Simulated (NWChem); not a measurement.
System: AlH$_{3}$O$_{2}$; SMILES [OH][AlH][OH]

```xyz
6

Al    -0.4579    -0.0102     0.0000
H     -2.0315    -0.0471     0.0000
O      0.3652    -1.4932     0.0000
H      1.3178    -1.5979     0.0000
O      0.4548     1.4257     0.0000
H      0.1067     2.3180     0.0000
```
Atoms are numbered in this order, from 1.

Computed with NWChem. The geometry was optimised at PBE0/def2-SVP. Level M06-2X/def2-SVP: energy and gradient on several grids; changes count from the extra-fine grid, which is no exact limit either.

### Question
Which is the coarsest grid (medium; xfine; xcoarse; fine; coarse) from which on the energy stays within 50 μHa and each gradient component within 100 μHa/bohr of xfine?

### Answer
fine.
```csv
grid,size of the energy change (μHa),largest change of a gradient component (μHa/bohr),"time, medium = 1 (rough)"
xcoarse,20000,3000,about 1
coarse,1000,300,about 1
medium,20,200,about 1
fine,< 10,40,about 1
xfine,< 10,< 30,2
```
